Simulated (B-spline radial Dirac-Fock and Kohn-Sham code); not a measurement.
# Binding energies of La⁺ in different valence configurations

Method: Dirac-Fock energy differences between relaxed states, corrected for Breit and QED terms. Computed with a radial atomic solver. No correlation.

Reference: the tabulated ground configuration [Xe] 5d2, with 2p1/2 5908.5 eV, 3p1/2 1225.3 eV, 3d3/2 866.8 eV, 5s 51.02 eV, 5p1/2 32.65 eV, 5p3/2 30.13 eV, Kα1 33439.5 eV, Kβ1 37795.8 eV, Lα1 4650.5 eV, Lβ2 5384.5 eV.

Task: One of these configurations gives the following shifts from the reference, in eV: average energy +9.33, 2p1/2 -13.97, 3p1/2 -16.68, 3d3/2 -16.33, 5s -6.59, 5p1/2 -5.50, 5p3/2 -5.14, Kα1 +1.43, Kβ1 +4.08, Lα1 +2.28, Lβ2 -1.25. Which?
A. [Xe] 4f2
B. [Xe] 4f1 5d1
C. [Xe] 6s2
D. [Xe] 5d1 6p1

Result: A. The others give [Xe] 4f1 5d1: 2p1/2 -7.94; [Xe] 6s2: 2p1/2 +5.71; [Xe] 5d1 6p1: 2p1/2 +3.78.
